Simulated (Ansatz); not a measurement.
CH₃ClF₂SSi (`CS[Si](F)(F)Cl`). Charge 0, multiplicity 1.

Z-matrix (Å, degrees):
```
C
S 1 1.823
H 1 1.089 2 105.9
H 1 1.089 2 111.0 3 118.3
H 1 1.089 2 111.0 3 -118.3
Si 2 2.084 1 98.5 3 -179.9
F 6 1.582 2 112.0 1 58.4
F 6 1.582 2 112.0 1 -58.7
Cl 6 2.017 2 109.5 1 179.9
```

**Question.** What are the harmonic wavenumbers in cm⁻¹ at PBE0-D4/def2-TZVP (Ansatz, finite differences of forces, unscaled)? (Best estimate.)

**Answer.** The calculation gave: 51, 112, 112, 195, 196, 267, 317, 324, 513, 643, 716, 902, 951, 977, 989, 1352, 1469, 1476, 3076, 3174, 3176.

**Question.** Is this a minimum?

**Answer.** Yes, all 21 modes are real.

**Question.** Give the ideal-gas thermochemistry at 298.15 K and 1 bar (rigid rotor, harmonic oscillator; point group Cs, symmetry number 1).

**Answer.** Zero-point energy 125.5 kJ/mol; H(298) − E = 149.4 kJ/mol; entropy 381.8 J/(mol·K), of which translation 171.2, rotation 120.1, vibration 90.5; G(298) − E = 35.5 kJ/mol. Modes under 100 cm⁻¹ are hindered rotations or soft bends, so the harmonic entropy is rough.

**Question.** Rotational constants (cm⁻¹)?

**Answer.** 0.09386, 0.0445, 0.03864.
